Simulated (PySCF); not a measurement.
# I²⁺ (iodine, charge +2) across methods

[Kr] 4d10 5s2 5p2 6s1, 6s spin antiparallel (an excited configuration). Calculation: PySCF 2.14, in x2c-TZVPPall with one added diffuse shell each of s, p, d, f type (9s7p5d3f, 76 functions); the spin-free X2C one-electron Hamiltonian (Gaussian nucleus).

| method | E (hartree) | mean ε 5s β (eV) | mean ε 5p α (eV) | mean ε 6s β (eV) | Σ⟨r²⟩ (bohr²) | ⟨S²⟩ |
| --- | --- | --- | --- | --- | --- | --- |
| PBE0 | -7113.57 | -39.827 | -29.643 | -13.408 | 55.38 | 1.752 |
| LDA | -7107.39 | -39.159 | -28.342 | -13.005 | 54.78 | 1.750 |
| r2SCAN | -7113.93 | -38.428 | -28.811 | -13.109 | 55.56 | 1.753 |
| B97-3 | -7113.53 | -39.697 | -29.553 | -13.237 | 55.07 | 1.752 |
| BLYP | -7114.18 | -38.708 | -28.012 | -12.848 | 55.12 | 1.751 |
| wB97X-V | -7113.62 | -42.209 | -31.748 | -14.654 | 54.27 | 1.752 |

**Question.** Estimate the same row for HSE06.

**Answer.** E (hartree) = -7113.49; mean ε 5s β (eV) = -39.539; mean ε 5p α (eV) = -29.201; mean ε 6s β (eV) = -13.063; Σ⟨r²⟩ (bohr²) = 55.46; ⟨S²⟩ = 1.751.

The outer electron is Rydberg-like, and this basis confines it to a smaller radius and binds it less than a complete one would. With the s spin flipped the determinant is a mixture of two multiplicities, not a spectroscopic state.
